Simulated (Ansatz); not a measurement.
The cluster GeTe2, relaxed as a quintet with UKS r2SCAN-D4/def2-TZVP in Ansatz, starting from the r2SCAN-D4/def2-TZVP geometry of the neutral singlet. Force threshold 0.02 eV/Å.

In the def2 sets Te takes a core potential; there is no spin–orbit coupling. The relaxation made no stability test and no search for a lower SCF solution. At r2SCAN-D4/def2-TZVP a singlet of charge 0 lies 2.66 eV below the quintet, each at its own geometry. The structure comes from a short search, and lower isomers may exist.

Start:

Cartesian coordinates in Å:
```
Ge 0.1332 0.1764 1.4122
Te 1.1347 0.6029 -0.9057
Te -1.2679 -0.7793 -0.5065
```

| step | energy (eV) | largest force component (eV/Å) | SCF passes |
| --- | --- | --- | --- |
| 1 | -71108.9367 | 2.552 | 22 |
| 2 | -71109.5907 | 0.533 | 32 |
| 3 | -71109.6814 | 0.233 | 34 |
| 4 | -71109.6930 | 0.067 | 29 |
| 5 | -71109.6940 | 0.010 | 27 |

Force components are those of the run's own axes.

End:

```xyz
3

Ge    0.118    0.156    1.247
Te    1.423    0.775   -0.870
Te   -1.541   -0.931   -0.377
```

By distances, no bond broke or formed. The bond that changes most is Te2–Te3, from 2.80 to 3.46 Å (atoms count from 1).

No frequencies were taken in this run, so the end may be a saddle point.

It took 22 s on 4 threads of Arm Neoverse V1 on a shared host.
